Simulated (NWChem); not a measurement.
System: TiCl4, triplet; SMILES of the neutral closed-shell parent [Ti]([Cl])([Cl])([Cl])[Cl]

NWChem input:

```
start job
memory heap 200 mb stack 900 mb global 1100 mb
geometry units angstroms noautoz
  Ti    -0.044603     0.310190     0.157464
  Cl     1.394995    -1.045811    -1.154104
  Cl     0.594903     0.595918     2.229432
  Cl    -0.972913     1.965750    -0.928582
  Cl    -0.972360    -1.826058    -0.304243
end
basis spherical
  Ti library def2-svp
  Cl library def2-svp
end
dft
  odft
  mult 3
  xc b3lyp
  iterations 150
  mulliken
end
task dft energy
```

NWChem printed, in part:

```
             Northwest Computational Chemistry Package (NWChem) 7.3.0
             --------------------------------------------------------

 C1  symmetry detected

                             Geometry "geometry" -> ""
                             -------------------------

 Output coordinates in angstroms (scale by  1.889725989 to convert to a.u.)

  No.       Tag          Charge          X              Y              Z
 ---- ---------------- ---------- -------------- -------------- --------------
    1 Ti                  22.0000    -0.00026861    -0.33123615     0.00093111
    2 Cl                  17.0000    -0.00740434     1.64375489     1.31651130
    3 Cl                  17.0000     1.88827854    -1.43441942     0.00694398
    4 Cl                  17.0000    -1.89421052    -1.42441644    -0.00773765
    5 Cl                  17.0000     0.01368393     1.64373951    -1.31692260

 Effective nuclear repulsion energy (a.u.)     605.5015259816

                                 NWChem DFT Module
                                 -----------------

 Summary of "ao basis" -> "ao basis" (spherical)
 ------------------------------------------------------------------------------
       Tag                 Description            Shells   Functions and Types
 ---------------- ------------------------------  ------  ---------------------
 Ti                         def2-svp                11       31   5s3p2d1f
 Cl                         def2-svp                 8       18   4s3p1d

            General Information
            -------------------
          SCF calculation type: DFT
          Wavefunction type:  spin polarized.
          No. of atoms     :     5
          No. of electrons :    90
           Alpha electrons :    46
            Beta electrons :    44
          Charge           :     0
          Spin multiplicity:     3
          Use of symmetry is: off; symmetry adaption is: off
          Maximum number of iterations: 150
          AO basis - number of functions:   103
                     number of shells:    43
          Convergence on energy requested:  1.00D-06
          Convergence on density requested:  1.00D-05
          Convergence on gradient requested:  5.00D-04

              XC Information
              --------------
                         B3LYP Method XC Potential
                     Hartree-Fock (Exact) Exchange  0.200
                        Slater Exchange Functional  0.800 local
                    Becke 1988 Exchange Functional  0.720 non-local
              Lee-Yang-Parr Correlation Functional  0.810
                  VWN I RPA Correlation Functional  0.190 local

             Grid Information
             ----------------
          Grid used for XC integration:  medium
          Radial quadrature: Mura-Knowles
          Angular quadrature: Lebedev.
          Tag              B.-S. Rad. Rad. Pts. Rad. Cut. Ang. Pts.
          ---              ---------- --------- --------- ---------
          Ti                  1.40      112          10.0       590
          Cl                  1.00       88          10.0       590
          Grid pruning is: on
          Number of quadrature shells:   464
          Spatial weights used:  Erf1

      Superposition of Atomic Density Guess
      -------------------------------------

 Sum of atomic energies:       -2685.55262338

      Non-variational initial energy
      ------------------------------

 Total energy =   -2685.702904
 1-e energy   =   -4910.799571
 2-e energy   =    1619.595141
 HOMO         =      -0.336541
 LUMO         =      -0.017716

     ---------------------------------------------
      Total Density - Mulliken Population Analysis
     ---------------------------------------------

    Atom       Charge   Shell Charges
 -----------   ------   -------------------------------------------------------
    1 Ti  22    20.40   2.00  2.00  2.00  0.46  0.66  6.00  6.00  0.42  0.33  0.52  0.02
    2 Cl  17    17.21   2.00  1.99  1.24  0.71  5.94  2.07  3.25  0.01
    3 Cl  17    17.59   2.00  1.99  1.24  0.69  5.94  2.25  3.46  0.01
    4 Cl  17    17.59   2.00  1.99  1.24  0.69  5.94  2.25  3.46  0.01
    5 Cl  17    17.21   2.00  1.99  1.24  0.71  5.94  2.07  3.25  0.01

     --------------------------------------------
      Spin Density - Mulliken Population Analysis
     --------------------------------------------

    Atom       Charge   Shell Charges
 -----------   ------   -------------------------------------------------------
    1 Ti  22     1.00   0.00  0.00 -0.00  0.06  0.67  0.00  0.00  0.02  0.13  0.12  0.00
    2 Cl  17     0.50   0.00  0.00  0.01 -0.01  0.00  0.21  0.29  0.00
    3 Cl  17    -0.00   0.00  0.00  0.01 -0.02  0.00  0.00  0.00  0.00
    4 Cl  17    -0.00   0.00  0.00  0.01 -0.02  0.00  0.00  0.00  0.00
    5 Cl  17     0.50   0.00  0.00  0.01 -0.01  0.00  0.21  0.29  0.00

   convergence    iter        energy       DeltaE   RMS-Dens  Diis-err
 ---------------- ----- ----------------- --------- --------- ---------
 d= 0,ls=0.0,diis     1  -2689.2275241571 -3.29D+03  3.08D-02  6.36D-01
                                                     2.75D-02  4.56D-01
 d= 0,ls=0.0,diis     2  -2668.7779895312  2.04D+01  1.85D-02  2.59D+01
                                                     2.05D-02  2.63D+01
 d= 0,ls=0.5,diis     3  -2685.5000711442 -1.67D+01  1.17D-03  1.12D+01
                                                     1.24D-03  1.25D+01
 d= 0,ls=0.5,diis     4  -2685.5693725533 -6.93D-02  5.74D-04  1.11D+01
                                                     6.39D-04  1.23D+01
 d= 0,ls=0.5,diis     5  -2685.4515931349  1.18D-01  9.48D-04  1.15D+01
                                                     1.02D-03  1.26D+01
 d= 0,ls=0.5,diis     6  -2686.0631687634 -6.12D-01  3.47D-03  9.80D+00
                                                     3.69D-03  1.07D+01
 d= 0,ls=0.5,diis     7  -2688.1385605169 -2.08D+00  3.01D-03  4.07D+00
                                                     3.31D-03  4.34D+00
 d= 0,ls=0.5,diis     8  -2689.2482254698 -1.11D+00  2.40D-03  1.18D+00
                                                     2.66D-03  1.22D+00
 d= 0,ls=0.5,diis     9  -2689.6923943011 -4.44D-01  1.36D-03  2.08D-01
                                                     1.54D-03  2.14D-01
 d= 0,ls=0.5,diis    10  -2689.7983859977 -1.06D-01  7.43D-04  2.99D-02
                                                     8.38D-04  3.25D-02
  Resetting Diis
 d= 0,ls=0.5,diis    11  -2689.8204125236 -2.20D-02  4.27D-04  3.75D-03
                                                     4.46D-04  4.67D-03
 d= 0,ls=0.5,diis    12  -2689.8247043145 -4.29D-03  3.05D-04  8.95D-04
                                                     3.34D-04  1.19D-03
 d= 0,ls=0.5,diis    13  -2689.8259409249 -1.24D-03  2.25D-04  8.06D-04
                                                     2.02D-04  5.12D-04
 d= 0,ls=0.5,diis    14  -2689.8264545519 -5.14D-04  1.78D-04  2.98D-04
                                                     1.43D-04  1.66D-04
 d= 0,ls=0.5,diis    15  -2689.8267164795 -2.62D-04  1.08D-04  5.81D-05
                                                     8.22D-05  3.68D-05
 d= 0,ls=0.5,diis    16  -2689.8268120304 -9.56D-05  7.20D-05  1.95D-05
                                                     5.09D-05  1.71D-05
 d= 0,ls=0.5,diis    17  -2689.8268582841 -4.63D-05  5.29D-05  1.07D-05
                                                     3.53D-05  1.01D-05
 d= 0,ls=0.5,diis    18  -2689.8268839429 -2.57D-05  4.27D-05  6.43D-06
                                                     2.70D-05  5.66D-06
 d= 0,ls=0.5,diis    19  -2689.8268994312 -1.55D-05  3.53D-05  3.96D-06
                                                     2.05D-05  3.19D-06
 d= 0,ls=0.5,diis    20  -2689.8269091904 -9.76D-06  3.25D-05  2.54D-06
                                                     1.68D-05  1.83D-06
 d= 0,ls=0.5,diis    21  -2689.8269159666 -6.78D-06  3.13D-05  1.80D-06
                                                     1.39D-05  1.27D-06
 d= 0,ls=0.5,diis    22  -2689.8269210027 -5.04D-06  2.33D-05  1.29D-06
                                                     1.03D-05  9.94D-07
 d= 0,ls=0.5,diis    23  -2689.8269242123 -3.21D-06  2.75D-05  8.62D-07
                                                     9.92D-06  5.08D-07
 d= 0,ls=0.5,diis    24  -2689.8269269698 -2.76D-06  2.47D-05  7.40D-07
                                                     7.86D-06  6.90D-07
 d= 0,ls=0.5,diis    25  -2689.8269289865 -2.02D-06  2.12D-05  5.66D-07
                                                     6.05D-06  6.14D-07
 d= 0,ls=0.5,diis    26  -2689.8269303833 -1.40D-06  1.77D-05  3.96D-07
                                                     4.63D-06  4.61D-07
 d= 0,ls=0.5,diis    27  -2689.8269313104 -9.27D-07  1.47D-05  2.71D-07
                                                     3.40D-06  3.34D-07
 d= 0,ls=0.5,diis    28  -2689.8269319155 -6.05D-07  1.13D-05  1.81D-07
                                                     2.60D-06  2.37D-07
 d= 0,ls=0.5,diis    29  -2689.8269322960 -3.81D-07  9.15D-06  1.12D-07
                                                     1.93D-06  1.48D-07

         Total DFT energy =    -2689.826932534560
      One electron energy =    -4912.835351711957
           Coulomb energy =     1772.710995373569
    Exchange-Corr. energy =     -155.204102177816
 Nuclear repulsion energy =      605.501525981643

 Numeric. integr. density =       89.999999859249

                    DFT Final Alpha Molecular Orbital Analysis
                    ------------------------------------------

[...]
```

Level: B3LYP/def2-SVP, spin-unrestricted. The geometry was optimised at PBE0/def2-SVP, spin-unrestricted. No frequency run checked for a minimum. The spin multiplicity was typed, not searched, and may not be the lowest. No stability test was run on the SCF state.
